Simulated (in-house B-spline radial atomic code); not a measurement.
The vanadium ion V²⁺ is squeezed into an impenetrable sphere of radius R (the orbitals vanish at R). No spin polarisation. Caution: exact exchange at fractional occupations of open shells leaves self-interaction of up to several eV. Computed with an all-electron radial atomic-structure program (B-spline basis): non-relativistic B3LYP, spherical fractional occupations, point nucleus.

Energies in eV above the free ion in [Ar] 3d3:

```tsv
R (bohr)	highest level (eV)	[Ar] 3d3	[Ne] 3s2 3p5 3d4	-dE/dV in [Ar] 3d3 (GPa)
8.68	-21.1	6.488e-05	42.03	0.000159
5.85	-21.1	0.02224	42.05	0.11
5.5	-21	0.04417	42.08	0.245
4.13	-20.3	0.6031	42.69	5.75
3.47	-18.8	2.142	44.46	30.3
2.92	-15.8	6.714	49.7	149
2.79	-14.6	8.989	52.25	227
2.05	2.66	59.36	105.9	3460
1.65	31.7	194.8	244.2	19300
1.51	50.2	303.6	353.3	37100
```

**Question.** Does [Ne] 3s2 3p5 3d4 fall below [Ar] 3d3 under compression?

**Answer.** No, it stays above over the whole range.

The highest level is first positive in the row R = 2.05 bohr, pushed up by confinement above the zero of the free ion's potential. Each configuration is held fixed and needn't be the lowest in the sphere.
